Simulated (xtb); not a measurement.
C₆H₁₁O₂ (SMILES CCC[CH]OC(C)=O), doublet, from a rough starting geometry; GFN2-xTB (xtb).

The xtb input:
```
$ xtb mol.xyz --gfn 2 --uhf 1 --opt vtight --json

# file mol.xyz
19

C     -2.69688931     0.69706651    -0.79409769
C     -2.33858937    -0.59691328    -0.00297605
C     -0.93974602    -1.08916318    -0.22547576
C      0.06970263    -0.14754009     0.37519660
O      1.35867533    -0.22920378     0.09807309
C      2.26333987     0.55327119     0.56446968
C      3.68672367     0.19916965     0.17347450
O      1.98429153     1.50972120     1.33858750
H     -3.67985697     0.97920225    -0.59433453
H     -2.55923831     0.49913153    -1.79194170
H     -1.96662265     1.49598464    -0.49974972
H     -2.55737164    -0.39410305     1.14740573
H     -3.03486664    -1.35578920    -0.29057952
H     -0.76420672    -1.99325756     0.26065917
H     -0.67299109    -1.20177354    -1.27978139
H     -0.21281582     0.62689521     1.14158880
H      3.71926893    -0.66617462    -0.42866885
H      4.08956054     1.01921829    -0.41447496
H      4.27811622     0.01089909     1.05122780
```

Output, abridged:

```
   ID    Z sym.   atoms
    1    6 C      1-4, 6, 7
    2    8 O      5, 8
    3    1 H      9-19

           -------------------------------------------------
          |                Calculation Setup                |
           -------------------------------------------------

           -------------------------------------------------
          |                 G F N 2 - x T B                 |
           -------------------------------------------------

          ...................................................
          :                      SETUP                      :
          :.................................................:
          :  # basis functions                  43          :
          :  # atomic orbitals                  43          :
          :  # shells                           27          :
          :  # electrons                        47          :
          :  max. iterations                   250          :
          :  Hamiltonian                  GFN2-xTB          :
          :  restarted?                      false          :
          :  GBSA solvation                  false          :
          :  PC potential                    false          :
          :  electronic temp.          300.0000000     K    :
          :  accuracy                    1.0000000          :
          :  -> integral cutoff          0.2500000E+02      :
          :  -> integral neglect         0.1000000E-07      :
          :  -> SCF convergence          0.1000000E-05 Eh   :
          :  -> wf. convergence          0.1000000E-03 e    :
          :  Broyden damping             0.4000000          :
          :  net charge                          0          :
          :  unpaired electrons                  1          :
          ...................................................

 iter      E             dE          RMSdq      gap      omega  full diag
   1    -26.7582851 -0.267583E+02  0.365E+00    3.07       0.0  T
   2    -26.8272375 -0.689524E-01  0.198E+00    2.91       1.0  T
   3    -26.8307074 -0.346990E-02  0.114E+00    3.02       1.0  T
   4    -26.8320681 -0.136068E-02  0.227E-01    2.80       1.0  T
   5    -26.8327452 -0.677081E-03  0.895E-02    2.93       1.0  T
   6    -26.8328038 -0.586149E-04  0.471E-02    2.89       1.0  T
   7    -26.8328128 -0.896173E-05  0.135E-02    2.90       1.7  T
   8    -26.8328133 -0.493956E-06  0.474E-03    2.90       4.8  T
   9    -26.8328133 -0.715894E-07  0.136E-03    2.90      16.9  T
  10    -26.8328133 -0.427364E-08  0.513E-04    2.90      44.7  T
  11    -26.8328133 -0.965468E-09  0.132E-04    2.90     173.2  T

   *** convergence criteria satisfied after 11 iterations ***

         :::::::::::::::::::::::::::::::::::::::::::::::::::::
         ::                     SUMMARY                     ::
         :::::::::::::::::::::::::::::::::::::::::::::::::::::
         :: total energy             -26.511069386680 Eh    ::
         :: gradient norm              0.180830618366 Eh/a0 ::
         :: HOMO-LUMO gap              2.897485916375 eV    ::
         ::.................................................::
         :: SCC energy               -26.832818309117 Eh    ::
         :: -> isotropic ES            0.048079352701 Eh    ::
         :: -> anisotropic ES          0.001837616380 Eh    ::
         :: -> anisotropic XC          0.007140898098 Eh    ::
         :: -> dispersion             -0.010581976024 Eh    ::
         :: repulsion energy           0.321748922437 Eh    ::
         :: add. restraining           0.000000000000 Eh    ::
         :: total charge              -0.000000000000 e     ::
         :::::::::::::::::::::::::::::::::::::::::::::::::::::

      -----------------------------------------------------------
     |                   =====================                   |
     |                        A N C O P T                        |
     |                   =====================                   |
     |               Approximate Normal Coordinate               |
     |                Rational Function Optimizer                |
      -----------------------------------------------------------
      -----------------------------------------------------------
     |                   =====================                   |
     |                        A N C O P T                        |
     |                   =====================                   |
     |               Approximate Normal Coordinate               |
     |                Rational Function Optimizer                |
      -----------------------------------------------------------

          ...................................................
          :                      SETUP                      :
          :.................................................:
          :   optimization level         verytight          :
          :   max. optcycles                   380          :
          :   ANC micro-cycles                  20          :
          :   degrees of freedom                51          :
          :.................................................:
          :   RF solver                   davidson          :
          :   write xtbopt.log                true          :
          :   linear?                        false          :
          :   energy convergence         0.1000000E-06 Eh   :
          :   grad. convergence          0.2000000E-03 Eh/α :
          :   maxmium RF displ.          1.0000000          :
          :   Hlow (freq-cutoff)         0.1000000E-01      :
          :   Hmax (freq-cutoff)         5.0000000          :
          :   S6 in model hess.         20.0000000          :
          ...................................................

generating ANC from exact Hessian ...
Using Lindh-Hessian (1995)
 Shifting diagonal of input Hessian by    8.6243663516713080E-003
 Lowest  eigenvalues of input Hessian
[...]
 * total energy  :   -26.5360457 Eh     change       -0.2551258E-05 Eh
 * total energy  :   -26.5360490 Eh     change       -0.3251297E-05 Eh
 * total energy  :   -26.5360520 Eh     change       -0.3024005E-05 Eh
 * total energy  :   -26.5360542 Eh     change       -0.2260289E-05 Eh
 * total energy  :   -26.5360559 Eh     change       -0.1624465E-05 Eh
 * total energy  :   -26.5360572 Eh     change       -0.1283591E-05 Eh
 * total energy  :   -26.5360583 Eh     change       -0.1162419E-05 Eh
 * total energy  :   -26.5360594 Eh     change       -0.1088572E-05 Eh
 * total energy  :   -26.5360605 Eh     change       -0.1106157E-05 Eh
 * total energy  :   -26.5360616 Eh     change       -0.1122447E-05 Eh
 * total energy  :   -26.5360627 Eh     change       -0.1058127E-05 Eh
 * total energy  :   -26.5360627 Eh     change       -0.3769824E-08 Eh
   *** GEOMETRY OPTIMIZATION CONVERGED AFTER 68 ITERATIONS ***
         :: total energy             -26.536062692758 Eh    ::
[...]
         1        2.0000           -0.7493981             -20.3922
       ...           ...                  ...                  ...
        12        2.0000           -0.5205875             -14.1659
        13        2.0000           -0.5091925             -13.8558
        14        2.0000           -0.5013905             -13.6435
        15        2.0000           -0.4961605             -13.5012
        16        2.0000           -0.4879123             -13.2768
        17        2.0000           -0.4827690             -13.1368
        18        2.0000           -0.4728104             -12.8658
        19        2.0000           -0.4619655             -12.5707
        20        2.0000           -0.4540685             -12.3558
        21        2.0000           -0.4499438             -12.2436
        22        2.0000           -0.4386802             -11.9371
        23        2.0000           -0.4145570             -11.2807
        24        1.0000           -0.3103782              -8.4458 (HOMO)
        25                         -0.2147022              -5.8423 (LUMO)
        26                          0.0342926               0.9331
        27                          0.0921639               2.5079
        28                          0.1163580               3.1663
        29                          0.1301190               3.5407
        30                          0.1325752               3.6076
        31                          0.1488744               4.0511
        32                          0.1600840               4.3561
        33                          0.1657730               4.5109
        34                          0.1779287               4.8417
        35                          0.1950482               5.3075
       ...                                ...                  ...
        43                          0.6415213              17.4567
      -------------------------------------------------------------
                  HL-Gap            0.0956760 Eh            2.6035 eV
             Fermi-level           -0.3125039 Eh           -8.5037 eV

     #   Z          covCN         q      C6AA      α(0)
     1   6 C        3.752    -0.104    22.544     6.771
     2   6 C        3.801    -0.054    21.547     6.609
     3   6 C        3.802    -0.063    21.717     6.635
     4   6 C        2.796     0.065    26.532     8.438
     5   8 O        1.709    -0.205    17.414     5.634
     6   6 C        2.720     0.335    21.307     7.556
     7   6 C        3.753    -0.144    23.347     6.890
     8   8 O        0.856    -0.420    22.080     6.300
     9   1 H        0.925     0.039     2.468     2.457
    10   1 H        0.925     0.039     2.463     2.454
    11   1 H        0.925     0.040     2.453     2.449
    12   1 H        0.924     0.040     2.447     2.446
    13   1 H        0.924     0.040     2.444     2.445
    14   1 H        0.924     0.057     2.238     2.340
    15   1 H        0.924     0.062     2.177     2.307
    16   1 H        0.926     0.055     2.256     2.349
    17   1 H        0.925     0.066     2.126     2.280
    18   1 H        0.925     0.077     2.014     2.219
    19   1 H        0.925     0.076     2.016     2.220

 Mol. C6AA /au·bohr⁶  :       2914.166426
 Mol. C8AA /au·bohr⁸  :      63020.206261
 Mol. α(0) /au        :         80.800134

Wiberg/Mayer (AO) data.
largest (>0.10) Wiberg bond orders for each atom

 ---------------------------------------------------------------------------
     #   Z sym  total        # sym  WBO       # sym  WBO       # sym  WBO
 ---------------------------------------------------------------------------
     1   6 C    3.996 --     2 C    1.022    10 H    0.987    11 H    0.986
                             9 H    0.986
     2   6 C    3.993 --     1 C    1.022    12 H    0.979    13 H    0.977
                             3 C    0.968
     3   6 C    3.994 --     4 C    1.067    15 H    0.971     2 C    0.968
                            14 H    0.945
     4   6 C    3.451 --     5 O    1.157     3 C    1.067    16 H    0.962
     5   8 O    2.441 --     4 C    1.157     6 C    1.073     8 O    0.142
     6   6 C    3.914 --     8 O    1.712     5 O    1.073     7 C    0.992
     7   6 C    3.992 --     6 C    0.992    17 H    0.985    19 H    0.965
                            18 H    0.962
     8   8 O    2.025 --     6 C    1.712     5 O    0.142
     9   1 H    0.998 --     1 C    0.986
    10   1 H    0.998 --     1 C    0.987
    11   1 H    0.998 --     1 C    0.986
    12   1 H    0.998 --     2 C    0.979
    13   1 H    0.998 --     2 C    0.977
    14   1 H    0.995 --     3 C    0.945
    15   1 H    0.996 --     3 C    0.971
    16   1 H    0.997 --     4 C    0.962
    17   1 H    0.996 --     7 C    0.985
    18   1 H    0.993 --     7 C    0.962
    19   1 H    0.994 --     7 C    0.965
 ---------------------------------------------------------------------------

Topologies differ in total number of bonds
Writing topology from bond orders to xtbtopo.mol

molecular dipole:
                 x           y           z       tot (Debye)
 q only:       -0.454      -0.528      -0.942
   full:       -0.407      -0.559      -1.013       3.117
molecular quadrupole (traceless):
                xx          xy          yy          xz          yz          zz
 q only:        5.589      -0.121      -0.038      -6.542      -3.647      -5.551
  q+dip:        5.176      -0.686       0.235      -7.165      -3.765      -5.411
   full:        5.411      -1.036       0.736      -7.025      -4.558      -6.147

optimized geometry written to: xtbopt.xyz

           -------------------------------------------------
          | TOTAL ENERGY              -26.536062692758 Eh   |
          | GRADIENT NORM               0.000059909614 Eh/α |
          | HOMO-LUMO GAP               2.603477613135 eV   |
           -------------------------------------------------

normal termination of xtb
```
